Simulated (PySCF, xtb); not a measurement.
Si(H)(F)(Cl)(Et) (C₂H₆ClFSi), SMILES CC[SiH](F)Cl. The values are those of a single conformer.

Harmonic wavenumbers (cm⁻¹) from GFN2-xTB in xtb 6.7.1 at its own minimum, in rising order: 44, 129, 155, 192, 244, 358, 499, 620, 642, 719, 743, 816, 987, 1024, 1068, 1238, 1296, 1419, 1478, 1504, 1508, 2358, 2975, 2991, 3024, 3035, 3041.

What does PBE0-D3(BJ)/def2-SVP (PySCF) give at its own minimum? (An estimate is asked for; the answer gives what the named calculation found.)

65, 143, 164, 244, 265, 410, 540, 658, 682, 820, 828, 910, 976, 985, 1066, 1244, 1268, 1393, 1420, 1475, 1478, 2288, 3053, 3060, 3109, 3155, 3158. Paired by order, the mean absolute difference is 50 cm⁻¹ and the zero-point energies are 48.8 and 49.8 kcal/mol.
